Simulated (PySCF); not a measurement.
# HfH4: from a saddle point downhill

PySCF 2.14.0, RKS PBE, Hf def2-SVP with ECP60, H def2-SVP; non-relativistic Hamiltonian with scalar-relativistic core potentials where named; density fitting; no spin-orbit coupling. Relaxed within the symmetry of its start, the geometry (D4h) is

```xyz
5

Hf    0.0000    0.0000    0.0000
H     1.9327    0.0000    0.0000
H     0.0000    1.9327    0.0000
H    -1.9327    0.0000    0.0000
H     0.0000   -1.9327    0.0000
```

and its lowest harmonic modes are -1860, -1352, -1038, -1038, 700, 700 cm⁻¹ (negative: unstable). It was moved along the lowest mode and relaxed again, within the group D2d that the move left.

(1) Where does it end, and how much lower?

(2) How do the contacts change?

No frequency check is given for the end, and other unstable modes may remain.

State: singlet.

Answers

(1) In Td, 3.396 eV lower, after 6 steps:
```xyz
5

Hf    0.0000    0.0000    0.0000
H     1.5143    0.0000    1.0693
H     0.0000    1.5143   -1.0693
H    -1.5143    0.0000    1.0693
H     0.0000   -1.5143   -1.0693
```

(2) 
```
   contact  saddle (Å)  end (Å)
Hf1–H2 (H)       1.933    1.854
Hf1–H3 (H)       1.933    1.854
Hf1–H4 (H)       1.933    1.854
Hf1–H5 (H)       1.933    1.854
```
